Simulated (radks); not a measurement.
The numbers below are computed, except where a source is named.
Spin polarisation of the 1s1 shell in the beryllium ion Be3+. Start: 1s(up 0.5, down 0.5); electrons of 1s are moved from spin down to spin up, other shells keep equal spins. Level of theory: non-relativistic Kohn-Sham, r2SCAN, spin-polarised, spherical densities, point nucleus; meta-GGA in the generalised Kohn-Sham scheme (a radial shooting solver on a logarithmic mesh with Libxc functionals).

moment (Bohr magnetons)	E - E(0) (eV)	e(1s up) (eV)	e(1s down) (eV)
0	0.000	-186.87	-186.87
0.25	-0.365	-189.54	-183.67
0.5	-1.485	-191.82	-179.63
0.75	-3.454	-193.73	-174.20

At moment 0.75 the spin-polarisation energy is -3.454 eV and the 1s exchange splitting 19.529 eV, that is 26.039 eV per Bohr magneton; E = -I m^2/4 would give I = 24.563 eV.
